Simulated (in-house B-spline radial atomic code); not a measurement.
Configurations of I3+, with energies counted from [Kr] 4d10 5s2 5p2. Computed with an all-electron radial atomic-structure program (B-spline basis): scalar-relativistic (X2C) HSE06, spin-polarised, spherical fractional occupations, Fermi nucleus of rms radius 4.75 fm. Shells without spins written out take the highest spin.

Caution: exact exchange at fractional occupations of open shells leaves self-interaction of up to several eV.

Occupations are held fixed; configurations that lie above the ionisation limit could autoionise.

```
                                                            configuration  E - E(ref) (eV)  highest orbital  its <r> (bohr)
                                           [Kr] 4d10 5s2 5p(1 up, 1 down)           1.5131            5p up           2.131
                                                     [Kr] 4d9 5s2 5p2 6p1           75.431            6p up           4.296
                                                     [Kr] 4d9 5s2 5p2 6d1           80.645            6d up           5.529
                                       [Ar] 3d10 4s2 4p5 4d10 5s2 5p2 6d1           161.45            6d up           5.521
                                       [Ar] 3d10 4s2 4p5 4d10 5s2 5p2 5f1           162.63            5f up           5.083
[Ar] 3d10 4s2 4p(2 up, 3 down) 4d10 5s2 5p(2 up, 0 down) 6f(1 up, 0 down)           167.06            6f up            8.44
                                        [Ar] 3d9 4s2 4p6 4d10 4f1 5s2 5p2           651.15            4f up           2.049
```

Task: Order these further configurations by energy, lowest first.
A. [Kr] 4d10 5s(0 up, 1 down) 5p(1 up, 1 down) 5d(0 up, 1 down)
B. [Kr] 4d10 5s1 5p2 5f1
C. [Ar] 3d10 4s2 4p5 4d10 5s2 5p3
D. [Ar] 3d10 4s2 4p(3 up, 2 down) 4d10 5s2 5p(2 up, 0 down) 6s(1 up, 0 down)
E. [Kr] 4d(5 up, 4 down) 5s2 5p(1 up, 1 down) 5f(1 up, 0 down)

Result: A (29.378 eV), B (38.66 eV), E (83.759 eV), C (131.51 eV), D (152.1 eV).

Task: How far above the reference does [Ar] 3d10 4s2 4p5 4d10 4f1 5s2 5p2 lie?

Result: 154.31 eV; its least bound orbital is 4f up with <r> = 2.071 bohr.

Task: How far above the reference does [Kr] 4d10 5s2 5p1 6d1 lie?

Result: 26.924 eV; its least bound orbital is 6d up with <r> = 5.683 bohr.

Task: How far above the reference does [Kr] 4d10 5s1 5p2 6f1 lie?

Result: 42.375 eV; its least bound orbital is 6f up with <r> = 8.76 bohr.
